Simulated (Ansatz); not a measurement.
Species: C₈H₇FSSi, SMILES `c1(F)c2c(ccc1[SiH3])scc2` (charge 0, multiplicity 1), formula C₈H₇FSSi.

**Question.** How many basis functions does frozen-core CCSD(T)/cc-pVDZ // PBE-D3(BJ)/def2-SVP in Ansatz (a quantum-chemistry and plane-wave program) use, how many core orbitals are frozen, and how many electrons are correlated?

**Answer.** 197 basis functions and 19 frozen orbitals, which leaves 56 correlated electrons. Core time is of the order of minutes.
